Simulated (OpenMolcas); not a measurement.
**Cr4+: moving or changing the point charges**

Cr4+ among 6 point charges of -2.2 e arranged as a trigonal antiprism (D3d), 2.03 Å from the ion, with a polar angle of 61.9° against the regular 54.74°.

```
Program             : OpenMolcas 26.06
Method              : CASSCF
Basis               : ANO-RCC-VDZP [5s4p2d1f]
Scalar Hamiltonian  : DKH2, point nucleus
Active space        : 2 electrons in 5 orbitals (3d)
State averaging     : 2S+1 = 3 even, 10 roots; 2S+1 = 1 even, 15 roots
Spin-orbit coupling : state interaction with AMFI integrals over the reference wave functions
```

Runs around this geometry, states (labels of D3, the rotations of D3d). Energies in cm-1 above the lowest state or level, χT in cm3 K/mol.

| R (Å) | q (e) | Polar angle / regular | Ground state | First state of that spin | First gap with spin-orbit (degeneracies) | χT at 300 K | First state of another spin |
| --- | --- | --- | --- | --- | --- | --- | --- |
| 2.03 | -1.76 | 1.13 | 3A2 | 3E 118.7 | 78.5 (1, 2) | 0.574 | 1A1 16486 |
| 1.89 | -2.2 | 1.13 | 3E | 3A2 142.1 | 69.3 (1, 2) | 0.612 | 1A1 15234 |
| 2.03 | -2.2 | 1.13 | 3A2 | 3E 19.7 | 82.3 (1, 2) | 0.582 | 1A1 15960 |
| 2.2 | -2.2 | 1.13 | 3A2 | 3E 91.4 | 86.7 (1, 2) | 0.570 | 1A1 16454 |
| 2.03 | -2.2 | 1.22 | 3A2 | 3E 133.8 | 170.4 (1, 2) | 0.538 | 1A1 14833 |

The ground state changes within this set.

Without dynamic correlation the repulsion within the d shell is too large (B by tens of per cent), so at a given field states of lower spin stand too high. Spin-orbit coupling mixes the spin-free states strongly: the lowest level takes only 59 % from its leading state, 3A2 (figures for R = 2.03, q = -1.76, ratio = 1.13; the like holds for R = 1.89, q = -2.2, ratio = 1.13, R = 2.03, q = -2.2, ratio = 1.13, R = 2.2, q = -2.2, ratio = 1.13, R = 2.03, q = -2.2, ratio = 1.22). The ground term spreads over less than 5000 cm-1, several times less than with real ligands, so orbital moments are less quenched and χT lies further from the spin-only value than at real sites (holds for R = 2.03, q = -1.76, ratio = 1.13; R = 2.2, q = -2.2, ratio = 1.13). An orbital doublet at a regular site is open to a Jahn-Teller distortion, which this geometry leaves out (holds for R = 1.89, q = -2.2, ratio = 1.13). This is an electrostatic model: the charges have no orbitals. No measured value stands beside these numbers.
